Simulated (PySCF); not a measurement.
## Dipole response of Si(2+) (silicon, charge +2)

[Ne] 3s2, closed-shell 1S. Computed with PySCF 2.14 in x2c-TZVPPall with one added diffuse shell each of s, p, d type (6s6p4d1f, 51 functions), with scalar relativity by spin-free X2C-1e. Coupled (time-dependent) response in atomic units; α is the mean over directions.

```json
{"method": "UHF", "mean α (bohr³)": "12.44", "C₆ (like pair)": "44.35", "S(−4)": "89.56"}
{"method": "PBE", "mean α (bohr³)": "11.57", "C₆ (like pair)": "39.60", "S(−4)": "78.63"}
{"method": "PBE0", "mean α (bohr³)": "11.82", "C₆ (like pair)": "40.92", "S(−4)": "81.83"}
{"method": "BP86", "mean α (bohr³)": "11.42", "C₆ (like pair)": "38.82", "S(−4)": "76.76"}
{"method": "LC-wPBE", "mean α (bohr³)": "12.03", "C₆ (like pair)": "41.86", "S(−4)": "85.33"}
```

S(−4) is the Cauchy moment in α(ω) = α(0) + S(−4) ω² + …

α(iu) at LC-wPBE:

```
u (hartree)  α(iu) (bohr³)
          0          12.03
     0.0500          11.82
      0.100          11.23
      0.200          9.384
      0.300          7.382
      0.500          4.440
      0.750          2.563
       1.00          1.659
       1.50         0.8873
       2.00         0.5780
       3.00         0.3287
       5.00         0.1687
```

A single London oscillator, α(iu) = α/(1 + u²/ω²), gives C₆ = (3/4) ω α². Matching the computed C₆ needs ω = 4 × 41.86 / (3 × 12.03²) = 0.386 hartree.

For an ion, C₆ is the dispersion term alone; charge-induced terms of lower order in 1/R come first.
